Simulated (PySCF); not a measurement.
Radial density of Rh (rhodium, neutral)

HSE06, [Kr] 4d7 5s2, high-spin 4F determinant (an excited configuration). Calculation: PySCF 2.14, in def2-QZVPPD with the def2 core potential (28 electrons) (7s5p4d4f2g, 88 functions); scalar relativity through the core potential. This is the valence pseudo-density: the core potential removes the inner electrons and smooths the orbitals near the nucleus.

```json
{"r (bohr)": "0.0525", "4πr²ρ (e/bohr)": "3.275e-05", "4πr²(ρα − ρβ)": "0.0000"}
{"r (bohr)": "0.0882", "4πr²ρ (e/bohr)": "0.0001991", "4πr²(ρα − ρβ)": "0.0000"}
{"r (bohr)": "0.148", "4πr²ρ (e/bohr)": "0.002063", "4πr²(ρα − ρβ)": "0.0005"}
{"r (bohr)": "0.250", "4πr²ρ (e/bohr)": "0.03354", "4πr²(ρα − ρβ)": "0.0077"}
{"r (bohr)": "0.420", "4πr²ρ (e/bohr)": "0.8859", "4πr²(ρα − ρβ)": "0.1283"}
{"r (bohr)": "0.706", "4πr²ρ (e/bohr)": "10.31", "4πr²(ρα − ρβ)": "1.2008"}
{"r (bohr)": "1.19", "4πr²ρ (e/bohr)": "12.60", "4πr²(ρα − ρβ)": "2.3525"}
{"r (bohr)": "2.00", "4πr²ρ (e/bohr)": "3.343", "4πr²(ρα − ρβ)": "0.9458"}
{"r (bohr)": "3.36", "4πr²ρ (e/bohr)": "0.8444", "4πr²(ρα − ρβ)": "0.0708"}
{"r (bohr)": "5.65", "4πr²ρ (e/bohr)": "0.08706", "4πr²(ρα − ρβ)": "-0.0102"}
{"r (bohr)": "9.51", "4πr²ρ (e/bohr)": "0.001198", "4πr²(ρα − ρβ)": "-0.0003"}
```

Energies and moments cover only the electrons outside the core potential.

(1) Where is the radial spin density 4πr²(ρα − ρβ) most negative, and why is it negative at all?

Answers

(1) Around r = 5.65 bohr, down to -0.0102 e/bohr: exchange with the open shell polarises the paired shells in an unrestricted calculation.
